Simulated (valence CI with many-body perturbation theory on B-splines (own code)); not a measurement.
**Hg³⁹⁺: key properties**

Method: relativistic CI+MBPT: five valence electrons over a frozen Dirac-Fock core [Kr], a basis of 7 s, 7 p, 8 d, 6 f, 4 g, 1 h functions for each j, with the one-electron correlation potential Σ1, the two-electron term Σ2, the three-electron term Σ3, Breit, model QED; selected CI, second order for the rest, scaled by the run's own slope (own B-spline code, finite nucleus).

No measured spectrum was set against this ion. As an estimate, large intervals hold to a few tenths of a per cent, small ones and those within an open d or f shell to about a per cent. Among the levels kept, up to 400 cm⁻¹ of a level comes from second order outside the variational space, and about a tenth of that is noise between levels of different J, which matters for small intervals. Only levels of the ground parity were solved; by the run's estimate the other parity begins above the list, which can be wrong where configurations are misplaced.

Levels are named by their leading jj configuration (3d3/2^4 stands for four electrons in 3d with j = 3/2), which in mixed levels can hold well under half, so a name can repeat and another be missing.

Rates and lifetimes use the calculated energies. Strong lines usually hold to 10 to 20 %, long lifetimes can be off by a factor of two.

(1) What is the ground level?

(2) How well does LS coupling describe the low levels?

(3) What is the ionisation energy?

Results:

(1) (4d3/2^4 4d5/2) J=5/2, composition 26 % 4d5 4P + 24 % 4d5 2D + 17 % 4d5 2F, g = 1.303.

(2) Among the lowest 20 levels the leading LS term, summed over configurations, holds 48 % on average. For single configurations the figures are 48 % in LS and 97 % in jj coupling. Terms mix most in the J = 5/2 level at 0.000 eV, where the leading one holds 26 %.

(3) 1840.2 eV; NIST lists 1839 ± 4 eV (theoretical).
